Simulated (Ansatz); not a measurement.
Cost and result for the atomization energy of `O[SiH2][SiH]([SiH3])Cl` (12 atoms, 11 bonds).

```xyz
12

O     2.8747   -0.6064    0.6417
Si    1.2807   -0.6602    1.0595
Si   -0.0252   -0.1352   -0.8214
Si   -2.2038    0.5823   -0.3634
Cl    1.0119    1.4498   -1.7023
H     3.1449    0.1265    0.0838
H     1.0109   -2.0308    1.5598
H     0.9516    0.3190    2.1345
H    -0.0394   -1.2359   -1.8233
H    -2.8965    0.9797   -1.6167
H    -2.1554    1.7406    0.5661
H    -2.9544   -0.5294    0.2818
```

Total charge 0; spin multiplicity 1. The structure was optimised at the PBE0-D4/def2-TZVP level. It is one conformer, not always the lowest. Program: Ansatz. All runs use 4 threads of an Arm Neoverse V2 on a shared host. Times are those of one run each, without the atoms' runs, and a repeat can differ threefold. Electronic energies, without spin–orbit coupling; frozen cores. CCSD(T)/CBS adds CCSD(T) − MP2 in def2-TZVPP to the MP2 limit, and its time is that of the two runs behind it. T1 = 0.012. B3LYP takes the VWN-RPA correlation (the form of Gaussian; ORCA's B3LYP/G).

CCSD(T)/CBS is a level of theory with its own doubt, some kJ/mol a heavy atom from the limit and from the frozen cores, so smaller differences don't rank the functionals.

```
                             level  functions  wall time  atomization (kJ/mol)  difference from CCSD(T)/CBS  per bond
   PBE-D4/def2-TZVPP (with forces)        297        3 s                3740.4                        -30.8      -2.8
                PBE0-D4/def2-TZVPP        297      4.6 s                3713.4                        -57.8      -5.3
r2SCAN-D4/def2-TZVPP (with forces)        297        6 s                3762.6                         -8.6      -0.8
 B3LYP-D4/def2-TZVPP (with forces)        297        7 s                3739.7                        -31.5      -2.9
                 B2PLYP/def2-TZVPP        297        7 s                3689.3                        -81.9      -7.4
                ωB97X-V/def2-TZVPP        297       11 s                3791.5                         20.3       1.8
  ωB97M-V/def2-TZVPP (with forces)        297       17 s                3759.8                        -11.4      -1.0
                    MP2/def2-QZVPP        547       27 s                3740.9                        -30.3      -2.8
                CCSD(T)/def2-TZVPP        297    4.1 min                3656.1                       -115.1     -10.5
                 CCSD(T)/CBS(def2)          –    4.5 min                3771.2                          0.0       0.0
```

In def2-TZVPP, CCSD(T) changes the Hartree–Fock value by +855.7 kJ/mol (the triples alone add +44.4 kJ/mol) and MP2 by +871.8 kJ/mol; breaking electron pairs costs correlation energy, which Hartree–Fock lacks. The D4 term adds +53.2 kJ/mol with B3LYP and +28.4 kJ/mol with PBE0; it sums over pairs of atoms, weighted by their polarisabilities, and B3LYP, whose exchange is more repulsive, gets the larger term. From PBE to PBE0 (25 % exact exchange), in def2-TZVPP and without D4, the atomization energy moves by −22.6 kJ/mol: exact exchange takes away binding that semilocal exchange gives to molecules.
